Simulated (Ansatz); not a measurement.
Reaction (redistribution): `S[SiH](S)Cl` + `CO[SiH](C)S` → `CO[SiH](S)Cl` + `C[SiH](S)S`

Computed with Ansatz on PBE0-D4/def2-TZVP structures; ΔE is electronic, products minus reactants. CCSD(T)/CBS adds triple-zeta CCSD(T) − MP2 to the extrapolated MP2 energy (def2 sets, frozen cores). Functionals use def2-TZVPP. B3LYP here is the variant with VWN-RPA as its local correlation; programs differ in this. One conformer a species, not always the lowest.

```csv
level,ΔE (kJ/mol)
ωB97X-V,-7.1
ωB97M-V,-6.4
B2PLYP,-6.7
B3LYP,-6.0
HF/def2-TZVPP,-9.4
SCS-MP2/def2-TZVPP,-7.7
MP2/def2-QZVPP,-6.9
HF/CBS(def2),-9.2
```

**Question.** What does CCSD(T)/CBS give? (Estimate.)

**Answer.** The calculation gave: -6.5 kJ/mol. The listed levels differ from it by -0.6, 0.1, -0.2, 0.5, -2.9, -1.2, -0.4, -2.7 kJ/mol.

Largest T1 diagnostic among the species: 0.011.
